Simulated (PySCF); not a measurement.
# Ionisation energy of Ge by level of theory

Ge [Ar] 3d10 4s2 4p2 (3P) → Ge⁺ [Ar] 3d10 4s2 4p1 (2P), as a difference of total energies. Computed with PySCF 2.14 in aug-cc-pVDZ-PP with ECP10MDF (5s4p3d, 32 functions), with scalar relativity through the core potential. Correlated levels: valence: 3s2 3p6 3d10 frozen. The calculations carry no spin-orbit coupling.

```csv
method,ionisation energy (eV),error (eV)
UHF,7.411,-0.514
r2SCAN,8.024,+0.099
MN15,7.782,-0.143
MP2 (valence),7.680,-0.245
SCS-MP2 (valence),7.610,-0.315
CCSD (valence),7.710,-0.215
CCSD(T) (valence),7.722,-0.203
```

Reference: 7.925 eV (measured; NIST levels, between the centres of gravity of the two terms).

Errors of the correlated levels include the incompleteness of this basis and the frozen core.
